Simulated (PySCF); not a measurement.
## Telling isomers of C₄H₄N₂O₂ apart by NMR

Non-relativistic Hamiltonian, rapidly exchanging positions averaged, gas phase, single conformer. GFN2-xTB structure; shielding tensors at PBE0/pcSseg-1 (GIAO); B3LYP/pcJ-1 coupling constants (spin–dipole term left out of most H,H and C,H couplings); PySCF.

Shifts are taken against calculated references (same method and geometry level): ¹H (σ = 31.72 ppm), ¹³C (σ = 186.93 ppm) against TMS. Multiplet labels drop J under 1 Hz and among equivalent protons, and merge close values. Unscaled 3J(H,H) run several per cent high. Where no couplings were computed, multiplicities follow the n + 1 count of equivalent neighbours, and m marks all less simple cases (inequivalent or close neighbours, rings, F or P nearby). Shifts are as computed. Against solution values, carbons near 30 ppm lie about +3 ppm off and those near 130 ppm about +5 ppm. Of 1211 compounds with measured shifts, 218 miss one by over three times the rms of a fit or turn the order of signals round; such compounds aren't used in these exercises.

(1) Tabulate the signals of `Cc1nnc(C=O)o1`, `CC(=O)c1nnco1` and their relative energies.

(2) What is the quickest way to tell Cc1nnc(C=O)o1 from CC(=O)c1nnco1?

## Answers

(1) 
| SMILES | carbon types | δC | δH | E rel. (kcal/mol) |
| --- | --- | --- | --- | --- |
| Cc1nnc(C=O)o1 | 2×C 1×CH 1×CH3 | 182.9, 172.3, 171.6, 13.8 | 10.18 (s, 1H), 2.83 (s, 3H) | 0.0 |
| CC(=O)c1nnco1 | 2×C 1×CH 1×CH3 | 190.4, 168.8, 159.9, 31.2 | 8.45 (s, 1H), 2.96 (s, 3H) | 0.1 |

Energies are electronic energies at PBE0/pcSseg-1 on these geometries, without zero-point or thermal terms, each for the one conformer computed, which needn't be the lowest.

(2) Both give the same number of carbon signals, with the same numbers of each carbon type, so the positions decide. The first has an aldehyde carbonyl carbon (CH) at 182.9 ppm, the second an aromatic CH between two ring heteroatoms at 159.9 ppm. Their most deshielded carbons lie at 182.9 and 190.4 ppm. In the proton spectra the most deshielded non-exchanging signals are 10.18 (s, 1H) and 8.45 (s, 1H).
